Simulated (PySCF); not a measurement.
**Two-component Hartree-Fock for Ta⁺ (tantalum, charge +1)**

Start: [Xe] 4f14 5d3 6s1; 5d3/2 filled at m_j = -1/2, +1/2, +3/2; 6s1/2 filled at m_j = -1/2. Calculated with PySCF 2.14 in x2c-TZVPPall-2c (11s11p10d3f1g, 124 functions): generalised Hartree-Fock with the X2C-1e Hamiltonian and a Gaussian nucleus; one run each with spin-orbit coupling (SO) switched off, then screened by Boettger's factors.

| spinor shell | electrons | ε, spin-free (eV) | ε, screened SO (eV) | weight of nominal j (screened SO) | rms radius, screened SO (bohr) |
| --- | --- | --- | --- | --- | --- |
| 1s1/2 | 2 | -67783.3 | -67763.4 | 1.000 | 0.0211 |
| 2s1/2 | 2 | -11792.2 | -11785.9 | 1.000 | 0.0853 |
| 2p1/2 | 2 | -10337.2 | -11243.4 | 1.000 | 0.0726 |
| 2p3/2 | 4 | -10337.2 | -9967.6 | 1.000 | 0.0799 |
| 3s1/2 | 2 | -2768.6 | -2766.4 | 1.000 | 0.218 |
| 3p1/2 | 2 | -2328.2 | -2525.6 | 1.000 | 0.210 |
| 3p3/2 | 4 | -2328.2 | -2246.2 | 1.000 | 0.225 |
| 3d3/2 | 4 | -1809.1 | -1844.3 | 1.000 | 0.199 |
| 3d5/2 | 6 | -1809.1 | -1783.8 | 1.000 | 0.203 |
| 4s1/2 | 2 | -602.00 | -601.26 | 1.000 | 0.488 |
| 4p1/2 | 2 | -454.88 | -500.72 | 1.000 | 0.497 |
| 4p3/2 | 4 | -454.88 | -435.57 | 1.000 | 0.530 |
| 4d3/2 | 4 | -262.83 | -269.92 | 1.000 | 0.557 |
| 4d5/2 | 6 | -262.83 | -257.40 | 1.000 | 0.569 |
| 5s1/2 | 2 | -94.097 | -93.861 | 1.000 | 1.19 |
| 5p1/2 | 2 | -55.316 | -63.055 | 0.951 | 1.33 |
| 5p3/2 | 4 | -55.316 | -51.806 | 0.974 | 1.42 |
| 4f5/2 | 6 | -47.811 | -48.649 | 0.993 | 0.705 |
| 4f7/2 | 8 | -47.811 | -46.510 | 0.995 | 0.706 |
| 5d3/2 | 3 | -16.139 | -16.198 | 0.690 | 2.23 |
| 6s1/2 | 1 | -14.494 | -14.434 | 1.000 | 3.35 |

```tsv
quantity	spin-free	screened SO
E (hartree)	-15592.74276	-15610.10945
M_J	1	1
⟨J²⟩	6.012	5.405
⟨L²⟩	12.007	11.996
⟨S²⟩	6.005	6.024
```

The determinant has a definite M_J but mixes levels of different J.

Each row is a mean over spinors that exchange with the open shell spreads, by up to 2.870 eV (5s1/2).

Rows whose weight is well below 1 are mixtures of j = l ± 1/2: exchange outweighs spin-orbit coupling there, and the label is only the starting occupation.

Breit and QED terms are absent; they matter most for the inner s and p1/2 levels.

Densities and radii are taken from the X2C orbitals without a picture-change correction, which distorts them close to the nucleus.

Without spin-orbit coupling the j labels of p, d and f shells carry no meaning; the spin-free column gives the mean over the occupied spinors of each nl shell.
